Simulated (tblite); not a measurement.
Species: C5H6F2OSi.
Z-matrix (Å and degrees, GFN2-xTB geometry), rows numbered from 1:
```
F 
C   1  1.3530
O   2  1.3943  1  106.57
C   3  1.3541  2  117.87  1  -179.98
C   4  1.3412  3  130.04  2    -0.02
F   5  1.3655  4  125.64  3    -0.03
C   5  1.4495  4  117.06  3   179.97
C   7  1.3401  5  116.35  4     0.02
Si  8  1.8832  7  109.51  5     0.04
H   2  1.1010  1  107.60  3   120.36
H   2  1.1010  1  107.60  3  -120.35
H   7  1.0794  5  118.24  4  -179.95
H   8  1.0760  7  121.81  5  -179.98
H   9  1.4600  4  111.12  3   -63.80
H   9  1.4601  4  111.04  3    63.93
```

Level: GFN2-xTB in tblite, geometry and Hessian alike; calculated harmonic values, unscaled, isolated species. Errors from tens to a few hundred cm⁻¹ against measured bands are possible. Modes of hydrogen on silicon can be 10 to 20 % off. One conformer, not necessarily the lowest.

Harmonic wavenumbers (cm⁻¹): 47.3, 128.1, 136.4, 138.1, 246.8, 286.2, 298.3, 335.2, 415.7, 442.0, 455.2, 517.8, 547.0, 559.0, 619.1, 724.8, 756.1, 763.8, 806.7, 901.5, 940.1, 1043.9, 1057.0, 1084.9, 1107.5, 1164.4, 1213.4, 1221.7, 1316.0, 1339.5, 1450.4, 1554.6, 1644.1, 2287.1, 2288.9, 2878.9, 2896.2, 3088.1, 3115.0.

A = 2428, B = 919.9, C = 675.5 MHz; mass 148.016 u (most abundant isotopes); point group Cs, symmetry number 1.

**Question.** What is the zero-point energy?

**Answer.** ½Σν̃ = 20908 cm⁻¹ = 59.78 kcal/mol.

**Question.** Entropy at 200 K, 1 bar (ideal gas, RRHO, classical rotation)?

**Answer.** Translation 38.93, rotation 28.55, vibration 16.12: S = 83.6 cal/(mol K).

**Question.** And Cp and H(200 K) − H(0)?

**Answer.** Cp = 27.74 cal/(mol K), of which vibrations give 19.79 (their classical limit is 39 R = 77.5); H(200 K) − H(0) = 3.44 kcal/mol without the zero-point energy, 1.85 from vibrations.

**Question.** Blend soft modes into free rotors: weight 1/[1 + (100 cm⁻¹/ν̃)⁴] for the oscillator and the rest for a rotor with moment μB/(μ + B), μ = h/(8π²ν), B = 10⁻⁴⁴ kg m². What vibrational entropy results?

**Answer.** 15.29 cal/(mol K) in place of 16.12, which changes −T·S at 200 K by +0.17 kcal/mol.

**Question.** Which modes carry the vibrational entropy at 200 K?

**Answer.** 47.3 cm⁻¹: 4.14; 128.1 cm⁻¹: 2.22; 136.4 cm⁻¹: 2.10; 138.1 cm⁻¹: 2.08; 246.8 cm⁻¹: 1.09; 286.2 cm⁻¹: 0.87 cal/(mol K); the other 33 give 3.62 together.

**Question.** What must be added to the electronic energy to get the Gibbs energy at 200 K and 1 bar?

**Answer.** ZPE + [H(200 K) − H(0)] − T·S = 59.78 + 3.44 − 16.72 = 46.50 kcal/mol.

Hindered rotation and anharmonicity are outside this model. Other conformers, if any are populated, would add a mixing term that is left out.

Hardware: an AMD EPYC 9R45 with one thread, no GPU, shared host. Cost: 0.36 s of wall time. The figure is for the frequency step alone.
